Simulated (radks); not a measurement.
The arsenic anion As3-, [Kr], held by a Watson sphere: a shell of charge +3 at radius R that stands for the Madelung well of a crystal (potential energy -3/R inside, -3/r outside, in hartree with lengths in bohr). All-electron calculation, scalar-relativistic Kohn-Sham, LDA (Slater exchange, Perdew-Wang correlation), spin-polarised, spherical densities, finite nucleus; Fermi nuclear charge, rms radius of each element as measured or else 0.836 A^(1/3) + 0.57 fm. Program: a radial shooting solver on a logarithmic mesh with Libxc functionals. Response by self-consistent Sternheimer equations with the Hartree and adiabatic LDA kernel, the relativistic mass of each level held fixed and spin-orbit coupling left out. The sphere does not respond.

R (bohr)  e(3d) (eV)  e(4s) (eV)  e(4p) (eV)  <r> 4p (bohr)  sum of <r^2> (bohr^2)  X-ray form factor at sin(theta)/lambda = 0.3 1/angstrom  alpha (bohr^3)
2.38         -39.244     -16.311      -7.417          2.492                  62.16                                                   22.463           39.41
3.17         -38.011     -13.981      -5.890          2.815                  75.65                                                   22.554           69.07
3.25         -37.938     -13.796      -5.747          2.848                  77.08                                                   22.564           73.14
3.56         -37.694     -13.160      -5.227          2.970                  82.70                                                   22.597           91.19
4.51         -37.155     -11.824      -3.944          3.332                  101.1                                                   22.646           175.0
4.59         -37.120     -11.744      -3.856          3.361                  102.8                                                   22.648           184.5
4.77         -37.044     -11.578      -3.669          3.427                  106.5                                                   22.651           207.5
4.87         -37.005     -11.494      -3.570          3.464                  108.7                                                   22.652           221.2
5.19         -36.890     -11.257      -3.281          3.579                  115.7                                                   22.656           270.8
